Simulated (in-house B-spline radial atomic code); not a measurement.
Configurations of the terbium ion Tb⁶⁺, with energies counted from [Kr] 4d10 4f8 5s2 5p3. All numbers are computed (scalar-relativistic (X2C) wB97X, spin-polarised, spherical fractional occupations, exact exchange averaged over the configuration; Fermi nucleus of rms radius 5.06 fm) with a radial B-spline atomic code at the basis-set limit, not measured. Shells without spins written out take the highest spin.

Occupations are held fixed; configurations that lie above the ionisation limit could autoionise.

```tsv
configuration	E - E(ref) (eV)	highest orbital	its <r> (bohr)
[Kr] 4d10 4f7 5s2 5p3 5f1	47.666	5f up	2.516
[Kr] 4d10 4f7 5s2 5p3 6d1	50.351	6d up	3.394
[Kr] 4d10 4f8 5s2 5p2 5f1	65.06	5f up	2.58
[Kr] 4d10 4f8 5s2 5p2 6d1	67.422	6d up	3.417
[Kr] 4d9 4f8 5s2 5p3 5d1	163.47	5d up	1.667
[Kr] 4d9 4f8 5s2 5p3 5f1	195.28	5f up	2.509
```

(1) Order these further configurations by energy, lowest first.
A. [Kr] 4d10 4f7 5s2 5p3 6p1
B. [Kr] 4d9 4f8 5s2 5p3 6f1
C. [Kr] 4d9 4f8 5s2 5p3 6s1
D. [Kr] 4d10 4f8 5s2 5p2 6s1
E. [Kr] 4d9 4f8 5s2 5p3 6d1

(2) How far above the reference does [Kr] 4d10 4f8 5s2 5p2 5d1 lie?

## Answers

(1) A (38.63 eV), D (47.204 eV), C (177.42 eV), E (198 eV), B (209.89 eV).

(2) 34.56 eV; its least bound orbital is 5d up with <r> = 1.707 bohr.
